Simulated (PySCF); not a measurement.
Molfile (atoms numbered from 1):
```
C5H7FO2
     RDKit          3D

 15 15  0  0  0  0  0  0  0  0999 V2000
    2.1861   -0.0871   -0.4820 C   0  0  0  0  0  0  0  0  0  0  0  0
    1.2067    0.2879    0.4758 O   0  0  0  0  0  0  0  0  0  0  0  0
   -0.0229   -0.3145    0.3347 C   0  0  2  0  0  0  0  0  0  0  0  0
    0.1512   -1.6948    0.5522 F   0  0  0  0  0  0  0  0  0  0  0  0
   -0.7755   -0.0923   -0.9484 C   0  0  0  0  0  0  0  0  0  0  0  0
   -1.9335    0.4847   -0.6457 C   0  0  0  0  0  0  0  0  0  0  0  0
   -2.1416    0.7225    0.6654 O   0  0  0  0  0  0  0  0  0  0  0  0
   -1.0072    0.2519    1.3769 C   0  0  0  0  0  0  0  0  0  0  0  0
    3.1173    0.3542   -0.1354 H   0  0  0  0  0  0  0  0  0  0  0  0
    1.9387    0.3049   -1.4725 H   0  0  0  0  0  0  0  0  0  0  0  0
    2.2875   -1.1737   -0.5293 H   0  0  0  0  0  0  0  0  0  0  0  0
   -0.4212   -0.3862   -1.9132 H   0  0  0  0  0  0  0  0  0  0  0  0
   -2.7308    0.7947   -1.2976 H   0  0  0  0  0  0  0  0  0  0  0  0
   -1.3161   -0.5242    2.0804 H   0  0  0  0  0  0  0  0  0  0  0  0
   -0.5431    1.0798    1.9166 H   0  0  0  0  0  0  0  0  0  0  0  0
  1  2  1  0
  2  3  1  0
  3  4  1  1
  3  5  1  0
  5  6  2  0
  6  7  1  0
  7  8  1  0
  8  3  1  0
  1  9  1  0
  1 10  1  0
  1 11  1  0
  5 12  1  0
  6 13  1  0
  8 14  1  0
  8 15  1  0
M  END
```

[PySCF: coordinates at the GFN2-xTB level; σ from GIAO-PBE0/pcSseg-1; rapidly exchanging positions averaged; non-relativistic; a single conformation; in vacuum]

**Question.** Predict the 2D correlation tables (HSQC, COSY, HMBC).

**Answer.** 

HSQC (one-bond C–H):
```tsv
δH	δC
6.72 (H13)	162.1 (C6)
5.67 (H12)	102.6 (C5)
4.61 (H14)	82.6 (C8)
4.39 (H15)	82.6 (C8)
3.74 (H9/H10/H11)	53.1 (C1)
```

COSY cross peaks (H two or three bonds apart, from the bond graph; peaks can be absent where the dihedral angle is near 90°):
```tsv
δH	δH
6.72 (H13)	5.67 (H12)
4.61 (H14)	4.39 (H15)
```

HMBC (two and three bonds, from the bond graph):
```tsv
δH	δC
6.72 (H13)	131.4 (C3), 102.6 (C5), 82.6 (C8)
5.67 (H12)	162.1 (C6), 131.4 (C3), 82.6 (C8)
4.61 (H14)	162.1 (C6), 131.4 (C3), 102.6 (C5)
4.39 (H15)	162.1 (C6), 131.4 (C3), 102.6 (C5)
3.74 (H9/H10/H11)	131.4 (C3)
```

Shifts are taken against calculated references (same method and geometry level): ¹H, ¹³C against TMS.

Short H···H contacts in this conformer between protons four or more bonds apart (candidates for NOE cross peaks, intensity ∝ r⁻⁶): H10···H12 2.50 Å.

Shifts are as computed. Against solution values, carbons near 30 ppm lie about +3 ppm off and those near 130 ppm about +5 ppm. Of 1211 compounds with measured shifts, 218 miss one by over three times the rms of a fit or turn the order of signals round; such compounds aren't used in these exercises.
